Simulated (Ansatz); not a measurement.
Ansatz (a quantum-chemistry and plane-wave program) input (CCSD(T)/cc-pV(T+d)Z):
A basis named .json is the Basis Set Exchange file of that set.

Ansatz 0.2 input:
```yaml
crystal:
  periodic: [false, false, false]
  atoms:
    - {symbol: C, position_ang: [-1.50466239, -0.66747744, -0.30717410]}
    - {symbol: C, position_ang: [-0.64680589, 0.56799344, 0.01055127]}
    - {symbol: Si, position_ang: [1.19108093, 0.17064672, 0.18349082]}
    - {symbol: H, position_ang: [-1.19750014, -1.13389183, -1.24504458]}
    - {symbol: H, position_ang: [-1.42175962, -1.42127551, 0.47794224]}
    - {symbol: H, position_ang: [-2.56023739, -0.39918833, -0.39981601]}
    - {symbol: H, position_ang: [-0.76487384, 1.32126988, -0.77307075]}
    - {symbol: H, position_ang: [-0.98759890, 1.03585254, 0.93812708]}
    - {symbol: H, position_ang: [1.73709863, -0.39975788, -1.07893456]}
    - {symbol: H, position_ang: [1.42854794, -0.79515892, 1.29166206]}
basis:
  gaussian:
    orbitals: cc-pV_T+d_Z.json
magnetization: {spin_polarized: true, initial_magnetization: 1}
correlation: {method: ccsd_t, electrons: outside_noble_gas}
```

End of the output:

```
integrals: 1.30 GiB planned
1106 factors; integrals over basis functions are off by at most 9.7e-4 eV
1.07 GiB of device memory are held for the factors and their scratch space
mean field: 0.77 GiB planned
mean field evaluation 1: about -10031.2932 eV, gradient 2.1e1 eV
mean field evaluation 2: about -10031.2928 eV, gradient 2.1e1 eV
mean field evaluation 4: about -10034.0251 eV, gradient 2.6e0 eV
mean field evaluation 8: about -10034.1054 eV, gradient 1.1e-3 eV
mean field evaluation 16: about -10034.1061 eV, gradient 2.1e-1 eV
mean field -10034.10540968 eV, -368.7465724448 hartree, gradient 2.0e-6 eV, S^2 0.754248; 0 other end points of the search recorded, 0 dependent functions left out
7 core orbitals not correlated
reference -10034.10540968 eV, -368.7465724448 hartree; 10, 9 occupied and 180, 181 virtual orbitals, 1106 factors
second order -12.67923473 eV of doubles, -0.00000000 eV of singles
coupled cluster: 8.26 GiB planned
cycle   1  -13.48854206 eV  change   -8.1e-1 eV  update   7.6e-2
cycle   2  -13.87779273 eV  change   -3.9e-1 eV  update   2.5e-2
cycle   3  -13.92385070 eV  change   -4.6e-2 eV  update   9.4e-3
cycle   4  -13.92114631 eV  change    2.7e-3 eV  update   3.4e-3
cycle   5  -13.92080703 eV  change    3.4e-4 eV  update   1.3e-3
cycle   6  -13.92060207 eV  change    2.0e-4 eV  update   5.0e-4
cycle   7  -13.92065987 eV  change   -5.8e-5 eV  update   1.8e-4
cycle   8  -13.92070711 eV  change   -4.7e-5 eV  update   6.5e-5
cycle   9  -13.92070670 eV  change    4.1e-7 eV  update   2.6e-5
cycle  10  -13.92070313 eV  change    3.6e-6 eV  update   1.1e-5
perturbative correction -0.51070804 eV, -0.0187681741 hartree
Total energy: -10048.53682084 eV, -369.2769170230 hartree
```

It need not be the lowest isomer of its formula.
